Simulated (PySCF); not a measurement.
# Worked example: oscillator strength and radiative lifetime

F4H2Si2, SMILES F[SiH](F)[SiH](F)F.

Geometry optimised at r2SCAN-D4/def2-SVP. One conformer was computed; it need not be the lowest.

TDDFT-ωB97X/def2-SVPD (PySCF) puts the first singlet state with f over 0.02 at 6.93 eV (vertical), with the transition dipole (-0.361, 0.658, 0.000) in atomic units.

Question: Find the oscillator strength, the wavelength and the radiative lifetime that this transition would have in vacuum if emission retraced absorption.

Answer: 
|μ|² = 0.5633 au, so |μ| = 1.91 D. ΔE = 6.93/27.211 = 0.2547 hartree. f = (2/3) ΔE |μ|² = 0.096 (the program prints 0.096).
λ = 1239.84/6.93 = 179 nm; ν = 55894 cm⁻¹.
Einstein's coefficient A = 0.6670 ν² f s⁻¹ (ν in cm⁻¹) = 2.0e8 s⁻¹, so τ = 1/A = 5.0 ns. This state is S2; the lower singlet has f = 0.008. The figure is the radiative limit of this one transition; relaxation, internal conversion, crossing to triplets and a medium change what is measured.
